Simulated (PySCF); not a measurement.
PySCF 2.14 output of an unrestricted LDA calculation on a single atom or ion in pcseg-2 (5s4p2d1f, 34 functions), with no relativity, point nucleus:

```
SCF conv_tol = 1e-09
number electrons alpha = 6  beta = 6
    P. A. M. Dirac.,  Math. Proc. Cambridge Philos. Soc. 26, 376 (1930)
    F. Bloch.,  Z. Phys. 57, 545 (1929)
    S. H. Vosko, L. Wilk, and M. Nusair.,  Can. J. Phys. 58, 1200 (1980)
cycle= 1 E= -241.095498792887  delta_E= -0.00614  |g|= 0.0529  |ddm|= 0.169
cycle= 2 E= -241.095869003205  delta_E= -0.00037  |g|= 0.0221  |ddm|= 0.0378
cycle= 3 E= -241.095955276554  delta_E= -8.63e-05  |g|= 0.000389  |ddm|= 0.0161
cycle= 4 E= -241.095955327374  delta_E= -5.08e-08  |g|= 1.72e-06  |ddm|= 0.000914
cycle= 5 E= -241.095955327375  delta_E= -1.17e-12  |g|= 1.51e-08  |ddm|= 4.82e-06
converged SCF energy = -241.095955327375  <S^2> = -3.5527137e-15  2S+1 = 1
```

The run itself started from symmetry-adapted Hartree-Fock orbitals and held the occupation by maximum overlap, on a logarithmic radial grid, so the iterations belong to that start.

Q: Which element, charge and spin multiplicity is this?

A: Al⁺ (aluminium, charge +1), multiplicity 1; the state was [Ne] 3s2, closed-shell 1S.
